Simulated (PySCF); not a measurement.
# NMR parameters from quadrupole coupling constants

(NaNH2)2 ring, H4N2Na2.
Cartesian coordinates in Å at the PBE0-D3(BJ)/def2-SVP level; atoms count from 1:
```
atom  x, y, z in Å
Na1   -0.7652   -1.0234   -0.6220
N2    -1.1282    0.0248    1.3543
Na3    0.7605    1.0263    0.6198
N4     1.1281   -0.0236   -1.3551
H5    -1.1069   -0.5219    2.2205
H6    -1.9800    0.5805    1.4780
H7     1.9790   -0.5824   -1.4720
H8     1.1127    0.5198   -2.2234
```

Computed at PBE0/pcSseg-1 (PySCF, non-relativistic):

```
atom                      environment  nucleus  spin I    Q (b)  CQ = χzz (MHz)      η
 Na1             sodium bonded to 2 N     23Na     3/2    0.104         -10.471  0.619
  N2  nitrogen bonded to 2 Na and 2 H      14N       1  0.02044          -3.557  0.953
```

**Question.** Recover the principal values of the field gradient from CQ = 234.96 MHz × Q × Vzz, η = (Vxx − Vyy)/Vzz and a zero trace.

**Answer.** The tensor is traceless, so η fixes the two smaller values:

```
atom  Vxx (au)  Vyy (au)  Vzz (au)  Vzz (10²¹ V/m²)
 Na1     0.082     0.347    -0.428            -4.16
  N2     0.017     0.723    -0.741            -7.20
```

**Question.** PQ = |CQ|√(1 + η²/3), νQ = 3|CQ|/[2I(2I − 1)], ν0 = |g|·7.62259 MHz/T·B with g(23Na) = 1.47835, g(14N) = 0.40376: values at 21.15 T?

**Answer.** 
```tsv
atom	PQ (MHz)	νQ (MHz)	ν0 (MHz)	νQ/ν0
Na1	11.12	5.235	238.34	0.022
N2	4.059	5.335	65.09	0.082
```

For Na1: PQ = 10.47 × 1.0620, νQ = 10.47 × 0.5000, ν0 = 11.2688 MHz/T × 21.15 T.

**Question.** For half-integer spins with νQ below a tenth of ν0, find the second-order shift of the centre of gravity of the central transition at 21.15 and 23.5 T.

**Answer.** From −(3/40)(PQ/ν0)²[I(I + 1) − 3/4]/[I(2I − 1)]², which goes as 1/B² (ppm):

| site | 21.15 T | 23.5 T |
| --- | --- | --- |
| 23Na at Na1 | -54.4 | -44.1 |

**Question.** A static spin 1 shows, to first order, a doublet split by νQ with the field along z of the gradient, and by (3/4)|CQ|(1 + η) and (3/4)|CQ|(1 − η) along y and x. Give the last two for 14N.

**Answer.** N2: 5.210 and 0.125 MHz.

**Question.** Take a correlation time of 1.5 ps, isotropic tumbling and extreme narrowing. What quadrupolar relaxation rates and linewidths follow?

**Answer.** Rate = (3π²/10) PQ² τc (2I + 3)/[I²(2I − 1)], the same for T1 and T2; width = rate/π.

```json
{"site": "23Na at Na1", "spin factor (2I + 3)/[I²(2I − 1)]": "1.333", "1/T1 (s⁻¹)": "732", "T1 (ms)": "1.37", "linewidth (Hz)": "233"}
{"site": "14N at N2", "spin factor (2I + 3)/[I²(2I − 1)]": "5.000", "1/T1 (s⁻¹)": "366", "T1 (ms)": "2.73", "linewidth (Hz)": "116"}
```

The structure is a single PBE0-D3(BJ)/def2-SVP conformer in the gas phase; no vibrational or solvent corrections. The small basis limits the accuracy of the gradients.
